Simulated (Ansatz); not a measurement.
Cl3HSTi (`[SH][Ti]([Cl])([Cl])[Cl]`). Charge 0, multiplicity 1.

Z-matrix (Å, degrees):
```
Ti
Cl 1 2.162
Cl 1 2.173 2 112.3
S 1 2.254 2 104.5 3 118.3
Cl 1 2.173 2 112.4 3 -123.4
H 4 1.350 1 90.3 2 179.5
```

(1) What are the harmonic wavenumbers in cm⁻¹ at PBE0-D4/def2-TZVP (Ansatz, finite differences of forces, unscaled)? (An estimate is asked.)

(2) Is this a minimum?

(3) Give the ideal-gas thermochemistry at 298.15 K and 1 bar (rigid rotor, harmonic oscillator; point group Cs, symmetry number 1).

Results:

(1) Computed: 94, 106, 126, 132, 132, 167, 381, 448, 499, 500, 552, 2670.

(2) Yes, all 12 modes are real.

(3) Zero-point energy 34.7 kJ/mol; H(298) − E = 58.7 kJ/mol; entropy 390.4 J/(mol·K), of which translation 174.1, rotation 124.6, vibration 91.6; G(298) − E = -57.7 kJ/mol. Modes under 100 cm⁻¹ are hindered rotations or soft bends, so the harmonic entropy is rough.
